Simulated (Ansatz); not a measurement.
Basis-set series for C₅H₁₂O₂S, SMILES `CC(C)(C)S(C)(=O)=O`. Charge 0, multiplicity 1. Geometry: relaxed with PBE0-D4/def2-TZVP.

```xyz
20

C    -0.2038    0.1737   -1.9541
C     0.2297   -0.0225   -0.5037
C     1.2872    0.9997   -0.1153
C     0.7058   -1.4487   -0.2727
S    -1.2815    0.2743    0.4627
C    -0.8338    0.0602    2.1653
O    -2.2269   -0.7625    0.1375
O    -1.6538    1.6550    0.2910
H    -0.5754    1.1854   -2.1210
H     0.6610    0.0098   -2.6013
H    -0.9843   -0.5359   -2.2316
H     1.6483    0.8494    0.9043
H     0.9035    2.0163   -0.2073
H     2.1451    0.8931   -0.7841
H     1.5394   -1.6574   -0.9481
H     1.0665   -1.6009    0.7468
H    -0.0898   -2.1663   -0.4759
H    -0.4954   -0.9588    2.3412
H    -0.0830    0.7933    2.4529
H    -1.7588    0.2429    2.7133
```

```csv
functional,basis,functions,energy (Eh),HOMO (eV),LUMO (eV)
PBE0-D4,def2-SVP,176,-745.44125,-7.86,1.29
PBE0-D4,def2-TZVPP,427,-746.02761,-8.06,0.77
ωB97M-V,def2-SVP,176,-745.76745,-10.10,2.90
ωB97M-V,def2-TZVPP,427,-746.37416,-10.33,2.18
```

(1) Give the rows for def2-QZVPP. (Estimate.)

## Answers

(1) Ansatz gave: 
```
functional       basis  functions  energy (Eh)  HOMO (eV)  LUMO (eV)
   PBE0-D4  def2-QZVPP        829   -746.06138      -8.09       0.30
   ωB97M-V  def2-QZVPP        829   -746.40681     -10.36       1.39
```

Positive LUMOs are unbound and depend on the basis.
